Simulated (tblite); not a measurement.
Species: C5H5BCl2O.
Numbering: `[CH2:1]=[C:2]1[C:3](=[O:4])[CH2:5][C@H:6]1[B:7]([Cl:8])[Cl:9]` (hydrogens: H10, H11 on C1; H12, H13 on C5; H14 on C6)

Computed with GFN2-xTB (tblite), gas phase: L-BFGS steps from a force-field or distance-geometry start until the largest atomic force falls under 0.01 eV/Å.

At the end of the run (lengths in Å): B7–Cl9 1.714, B7–Cl8 1.719, C5–C6 1.551, C3=O4 1.198, C2–C3 1.483, C2–C6 1.531, C3–C5 1.519, C5–C6–B7 119.5°, C2–C6–B7 112.6°, C2–C3–O4 134.4°, C1–C2–C6 134.4°, C1–C2–C3–O4 -1°, C2–C3–C5–C6 0°, C3–C5–C6–B7 -115°, H14–C6–B7–Cl8 -43°.

Task: These geometries were met on the way; a selection of coordinates is given. Order them by energy above the end point, lowest first.
A. B7–Cl9 1.764, B7–Cl8 1.743, C5–C6 1.565, C3=O4 1.206, C2–C3 1.484, C2–C6 1.529, C3–C5 1.516, C5–C6–B7 114.3°, C2–C6–B7 115.6°, C2–C3–O4 136.8°, C1–C2–C6 131.5°, C1–C2–C3–O4 -2°, C2–C3–C5–C6 -1°, C3–C5–C6–B7 -116°, H14–C6–B7–Cl8 6°
B. B7–Cl9 1.790, B7–Cl8 1.772, C5–C6 1.580, C3=O4 1.212, C2–C3 1.486, C2–C6 1.536, C3–C5 1.524, C5–C6–B7 113.6°, C2–C6–B7 115.0°, C2–C3–O4 137.0°, C1–C2–C6 131.3°, C1–C2–C3–O4 -2°, C2–C3–C5–C6 0°, C3–C5–C6–B7 -116°, H14–C6–B7–Cl8 6°
C. B7–Cl9 1.818, B7–Cl8 1.803, C5–C6 1.556, C3=O4 1.139, C2–C3 1.533, C2–C6 1.524, C3–C5 1.550, C5–C6–B7 113.5°, C2–C6–B7 114.3°, C2–C3–O4 137.8°, C1–C2–C6 132.5°, C1–C2–C3–O4 -3°, C2–C3–C5–C6 0°, C3–C5–C6–B7 -116°, H14–C6–B7–Cl8 7°
D. B7–Cl9 1.855, B7–Cl8 1.844, C5–C6 1.468, C3=O4 1.264, C2–C3 1.524, C2–C6 1.490, C3–C5 1.480, C5–C6–B7 114.4°, C2–C6–B7 113.3°, C2–C3–O4 135.0°, C1–C2–C6 135.6°, C1–C2–C3–O4 -3°, C2–C3–C5–C6 0°, C3–C5–C6–B7 -116°, H14–C6–B7–Cl8 8°
E. B7–Cl9 1.719, B7–Cl8 1.700, C5–C6 1.556, C3=O4 1.196, C2–C3 1.484, C2–C6 1.525, C3–C5 1.515, C5–C6–B7 114.9°, C2–C6–B7 116.2°, C2–C3–O4 136.6°, C1–C2–C6 131.9°, C1–C2–C3–O4 -1°, C2–C3–C5–C6 -1°, C3–C5–C6–B7 -117°, H14–C6–B7–Cl8 6°

Result: E (0.070 eV), A (0.121 eV), B (0.202 eV), C (0.445 eV), D (0.764 eV).

| step | E above end (eV) | rms distance from the end, all atoms (Å) | largest force (eV/Å) | rms shift of all bonds from the end (Å) |
| --- | --- | --- | --- | --- |
| 4 | 0.070 | 0.465 | 0.606 | 0.008 |
| 3 | 0.121 | 0.470 | 0.918 | 0.016 |
| 2 | 0.202 | 0.474 | 1.328 | 0.027 |
| 1 | 0.445 | 0.477 | 6.610 | 0.042 |
| 0 | 0.764 | 0.483 | 4.588 | 0.062 |

Rows stand in the order of the answer.
